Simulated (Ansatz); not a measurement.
Species: H4Si2OF, charge 0, multiplicity 2. SMILES: F[SiH]O[SiH3]
Structure (B3LYP-D3(BJ)/def2-TZVP (Ansatz, an electronic-structure program) minimum search):
```
O
Si 1 1.6254
F 2 1.6094 1 108.95
Si 1 1.6484 2 150.26 3 52.26
H 4 1.4771 1 107.87 2 158.51
H 4 1.4782 5 110.06 1 -119.44
H 4 1.4801 5 109.91 6 -120.94
H 2 1.4914 3 106.75 1 -116.15
```
Charge 0, spin multiplicity 2.

Wanted: atomisation energy, in kcal/mol. Terms: open shells spin-unrestricted; atomisation electronic, to ground-state atoms; six Cartesian d functions in 6-31G* and its kin unless marked 5d; non-relativistic; no spin-orbit coupling; valence correlation only; dispersion terms only where a functional's name holds one. CBS marks a two-point X^-3 extrapolation of the correlation energy; Hartree-Fock from the larger set. Ab initio and DFT rows: single points at B3LYP-D3(BJ) geometries (Ansatz).

| species | coefficient | E at MP2/6-31G* (Ansatz), Eh | E at PBE0/def2-TZVPD (Ansatz), Eh |
|---|---|---|---|
| F[SiH]O[SiH3] | -1 | -755.05604 | -756.22624 |
| F atom | +1 | -99.48727 | -99.67703 |
| H atom | +4 | -0.49823 | -0.50104 |
| O atom | +1 | -74.88004 | -75.01925 |
| Si atom | +2 | -288.87203 | -289.24952 |

Coupled cluster (Ansatz) is a level with limits of its own, used here on species with T1 under 0.025 (0.045 for open shells) and stable references: CCSD(T)/CBS(aug-cc-pV(T+d)Z,aug-cc-pV(Q+d)Z). Value to compare with, CCSD(T)/CBS(aug-cc-pV(T+d)Z,aug-cc-pV(Q+d)Z) (Ansatz): 665.2 kcal/mol. 1 Eh = 627.5095 kcal/mol.

Question: Work the quantity out at each level, and compare with CCSD(T)/CBS(aug-cc-pV(T+d)Z,aug-cc-pV(Q+d)Z) (Ansatz).

Answer: 
- MP2/6-31G*: the sum of coefficient times E is 0.95175 Eh, or 597.23 kcal/mol. Result: 597.2 kcal/mol. Its difference against CCSD(T)/CBS(aug-cc-pV(T+d)Z,aug-cc-pV(Q+d)Z) (Ansatz) is -68.0 kcal/mol.
- PBE0/def2-TZVPD: the sum of coefficient times E is 1.02676 Eh, or 644.30 kcal/mol. Result: 644.3 kcal/mol. Its difference against CCSD(T)/CBS(aug-cc-pV(T+d)Z,aug-cc-pV(Q+d)Z) (Ansatz) is -20.9 kcal/mol.
